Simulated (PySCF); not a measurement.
Screening by computed properties: pick the candidate that meets the target.

Each SMILES stands for a single optimised conformer of the isolated species, non-relativistic unless stated; the electronic structure was computed with PySCF and density fitting.

The conformers computed, where there is a choice (atom-mapped SMILES and torsion angles):
- `[CH2:1]=[CH:2]/[C:3]([CH3:4])=[P:5]/[CH:6]1[CH2:7][CH2:8]1`: C1–C2–C3–C4 0°, C3–P5–C6–C7 84°
- `[CH3:1][CH2:2][NH:3][SiH2:4][CH:5]([CH3:6])[CH3:7]`: C1–C2–N3–Si4 -81°, C2–N3–Si4–C5 -53°, N3–Si4–C5–C6 -56°
- `[CH3:1][CH2:2][CH2:3][O:4][C:5]1=[C:6]([CH3:7])[Si@H:8]([F:9])[SiH2:10]1`: C1–C2–C3–O4 179°, C2–C3–O4–C5 158°, C3–O4–C5–C6 173°
- `[CH2:1]=[CH:2][P@:3](=[O:4])([CH:5]1[CH2:6][CH2:7]1)[C:8]([F:9])([F:10])[F:11]`: C1–C2–P3–O4 1°, C2–P3–C5–C6 95°, C2–P3–C8–F9 -65°
- `[CH2:1]=[CH:2][P+:3]([CH3:4])([CH3:5])[C:6]#[C:7][CH3:8]`: C1–C2–P3–C4 -123°
- `[CH2:1]=[C:2]([SiH2:3][O:4][SiH2:5][Cl:6])[C:7]([CH3:8])=[O:9]`: C1–C2–Si3–O4 -149°, C2–Si3–O4–Si5 23°, Si3–O4–Si5–Cl6 152°, C1–C2–C7–C8 -61°

Task: Wanted: dipole moment between 2 D and 3.4 D (PBE0/pcSseg-1) and HOMO–LUMO gap below 7.5 eV (PBE0/pcSseg-1), at GFN2-xTB geometries. Which candidate meets both?
A. `C=C[P@](=O)(C1CC1)C(F)(F)F`
B. `C=C/C(C)=P/C1CC1`
C. `C1([Si@@H]([SiH2]C=1OCCC)F)C`
D. `CCN[SiH2]C(C)C`

Result: C. Computed values:
```csv
species,dipole moment,HOMO–LUMO gap
CCN[SiH2]C(C)C,1.00 D,7.69 eV
C=C/C(C)=P/C1CC1,1.74 D,4.43 eV
C1([Si@@H]([SiH2]C=1OCCC)F)C,2.76 D,6.57 eV
C=C[P@](=O)(C1CC1)C(F)(F)F,4.00 D,7.23 eV
```

Task: Wanted: smallest rotational constant above 0.85 GHz (GFN2-xTB) and HOMO energy above -7 eV (PBE0/pcSseg-1), at GFN2-xTB geometries. Which candidate meets both?
A. `CCN[SiH2]C(C)C`
B. `C=C([SiH2]O[SiH2]Cl)C(C)=O`
C. `C=C[P@](=O)(C1CC1)C(F)(F)F`
D. `C=C/C(C)=P/C1CC1`
E. `CCCOC1=C(C)[Si@H](F)[SiH2]1`
F. `C=C[P+](C)(C)C#CC`

Result: A. Computed values:
```
                    species  smallest rotational constant  HOMO energy
CCCOC1=C(C)[Si@H](F)[SiH2]1                     0.381 GHz     -6.78 eV
 C=C([SiH2]O[SiH2]Cl)C(C)=O                     0.452 GHz     -7.71 eV
 C=C[P@](=O)(C1CC1)C(F)(F)F                     0.672 GHz     -8.33 eV
           C=C/C(C)=P/C1CC1                     0.797 GHz     -6.30 eV
          C=C[P+](C)(C)C#CC                     0.910 GHz    -12.43 eV
             CCN[SiH2]C(C)C                     1.029 GHz     -6.61 eV
```
